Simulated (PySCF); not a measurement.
## Calculated data, AlBH3

Computed with PySCF 2.14.0. Calculation on a computer-drawn molecule: vertical ionisation energy to the stated ion spin, frozen-core CCSD(T) at the basis limit and cheaper methods, single-reference cases, UHF for radicals, no spin-orbit; all values are single points at the evaluated structure, the first of each entry, which is the reference or a displaced copy of it and isn't optimised; the reference structure only sets the zero of the energies above reference; triples share is (T) over the correlation energy.

```xyz
5
formula=AlBH3 charge=1 multiplicity=1 ion_multiplicity=2 diffuse_functions=no basis=cc-pV(n+d)Z reference_is=the_Hartree-Fock_double-zeta_minimum best_is=HF_at_quadruple_zeta_+_MP2_correlation_extrapolated_from_triple_and_quadruple_zeta_+_CCSD(T)_minus_MP2_at_triple_zeta basis_step_is=the_size_of_the_change_from_the_same_recipe_one_zeta_lower
B      2.0650    -0.4882    -0.9239
Al     0.8028    -1.1220    -3.0612
H      1.8812     0.5921    -0.4529
H      2.6715    -1.3617    -0.3855
H      0.0602    -1.5323    -4.4062
```

Reference structure:
```xyz
5
AlBH3
B      2.0353    -0.5078    -0.8733
Al     1.0135    -1.0398    -2.7164
H      1.9145     0.6049    -0.4727
H      2.6781    -1.3490    -0.3322
H      0.2841    -1.4192    -4.0319
```

Drawn bonds:
```csv
atom,other atom,order
1,2,1
1,3,1
1,4,1
2,5,1
```

To be estimated
1. Give the missing T1 diagnostic at triple zeta for AlBH3.
2. Give the missing total energy CCSD(T) triple zeta for AlBH3.

Calculated values
1. 0.01248
2. -268.2162 hartree

Further results for AlBH3:

```
ionisation energy best                    : 15.98 eV
ionisation energy basis step              : 0.0257 eV
energy above reference best               : 11.75 kcal/mol
energy above reference basis step         : 0.2914 kcal/mol
ionisation energy Koopmans at triple zeta : 15.71 eV
ionisation energy EOM CCSD at triple zeta : 15.93 eV
total energy HF triple zeta               : -268.0331 hartree
total energy best                         : -268.2354 hartree
D1 diagnostic at triple zeta              : 0.02762
ion T1 diagnostic at triple zeta          : 0.02324
ion D1 diagnostic at triple zeta          : 0.06059
ion spin squared at triple zeta           : 0.8055
triples share at triple zeta              : 0.02582
basis functions triple zeta               : 111
```

Triple zeta:
```csv
method,ionisation energy (eV),energy above reference (kcal/mol)
HF,14.87,11.14
PBE,15.76,10.19
r2SCAN,15.74,11.42
B3LYP,15.86,10.93
wB97X,15.83,12.67
MP2,15.8,12.23
CCSD,15.84,11.51
CCSD(T),15.89,11.29
```
